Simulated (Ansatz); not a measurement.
`CO[SiH2]C` + `[OH][GeH3]` → `CO[SiH](C)[GeH3]` + H₂O  (formal exchange of groups at the Si–H bond)

Computed with Ansatz on PBE0-D4/def2-TZVP structures; ΔE is electronic, products minus reactants. CCSD(T)/CBS is the MP2 limit (def2-TZVPP, def2-QZVPP) plus CCSD(T) − MP2 in def2-TZVPP, frozen cores. This one scheme is used for every species. Functionals use def2-TZVPP. For Ge outer-core shells are correlated without core-valence functions, which leaves a few kJ/mol of doubt a bond. Scalar relativity is left out up to krypton. Each species was taken in one conformer, which may not be the lowest.

CCSD(T)/CBS gives -0.1 kcal/mol.

(1) Another level gave -2.2 kcal/mol. Which?
A. RPA@PBE/def2-TZVPP
B. revPBE-D4/def2-TZVPP
C. BLYP-D4/def2-TZVPP
D. SCS-MP2/def2-TZVPP

Largest T1 diagnostic among the species: 0.012.

## Answers

(1) B. revPBE-D4 -2.2, RPA@PBE/def2-TZVPP 2.5, SCS-MP2/def2-TZVPP 4.1, BLYP-D4 0.5 kcal/mol.

From BLYP to BHLYP (50 % exact exchange), in def2-TZVPP and without D4, ΔE moves by +1.5 kcal/mol. At CCSD(T), def2-SVP lies +3.9 kcal/mol from the extrapolated value and def2-TZVPP +1.5 kcal/mol. The D4 term adds −2.2 kcal/mol with B3LYP and −1.3 kcal/mol with PBE0; it sums over pairs of atoms, weighted by their polarisabilities, and B3LYP, whose exchange is more repulsive, gets the larger term.

B3LYP here is the variant with VWN-RPA as its local correlation; programs differ in this.
